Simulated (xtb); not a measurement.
Hf(OH)3(SH) (H₄HfO₃S), SMILES [OH][Hf]([OH])([OH])[SH], multiplicity 1. All values are semi-empirical tight-binding results from xtb (GFN2-xTB unless named), good for trends rather than for accurate numbers. Geometry: GFN2-xTB. The spin state was assumed, not searched. The structure was generated by enumeration; whether it is a known compound was not checked. The values are those of a single conformer.

Optimised geometry:

```xyz
9

Hf     0.1429     0.0740    -0.0088
O      1.2914     0.0207    -1.4824
H      2.2400    -0.0134    -1.3190
O      0.9456    -0.7920     1.4387
H      1.4591    -0.2145     2.0140
O      0.2185     1.8896     0.4303
H      0.7473     2.4287    -0.1681
S     -2.0364    -0.9228    -0.2378
H     -1.7938    -1.7069     0.8168
```

For metal compounds this method's bond lengths and energies can be far off.

Computed properties:
* **orbital gap**: 2.96 eV
* **zero-point energy**: 25.7 kcal/mol
* **G − E(el) at 298.15 K (modified RRHO)**: 1.9 kcal/mol

Computed atomic charges and the Wiberg bond orders between heavy atoms:
charges (e) Hf1 1.09, O2 -0.62, H3 0.32, O4 -0.62, H5 0.32, O6 -0.61, H7 0.32, S8 -0.40, H9 0.19. Bond orders Hf1–O2 0.93, Hf1–O4 0.94, Hf1–O6 0.94, Hf1–S8 0.97.
